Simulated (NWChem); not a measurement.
C3H4F2Si; SMILES C(=C=C)[SiH](F)F

```xyz
10

C     -0.0197    -3.0710     0.3324
C      0.0608    -1.9039    -0.2497
C      0.1355    -0.7104    -0.7901
Si    -0.0183     0.7766     0.2871
F     -1.2470     1.6992    -0.2127
F      1.2972     1.7038     0.1446
H     -0.9830    -3.5777     0.4478
H      0.8757    -3.5755     0.7090
H      0.2875    -0.6142    -1.8740
H     -0.2175     0.4312     1.7097
```
Atoms are numbered in this order, from 1.

All runs use the structure optimised with PBE0/def2-SVP.

Q: Give the principal values of the shielding tensors (ppm) of C1, C2, C3, Si4, F5 from BHandHLYP/pcSseg-1, GIAO (NWChem), with their diamagnetic and paramagnetic parts as GIAO splits them.

A: 
| atom | σ11 | σ22 | σ33 | isotropic | diamagnetic | paramagnetic |
|---|---|---|---|---|---|---|
| C1 | 9.8 | 141.8 | 168.0 | 106.5 | 260.0 | -153.4 |
| C2 | -96.8 | -68.4 | 2.6 | -54.2 | 263.5 | -317.7 |
| C3 | 20.0 | 120.7 | 167.4 | 102.7 | 263.6 | -160.9 |
| Si4 | 354.0 | 360.9 | 422.2 | 379.0 | 877.4 | -498.4 |
| F5 | 266.0 | 355.8 | 385.1 | 335.6 | 472.7 | -137.1 |
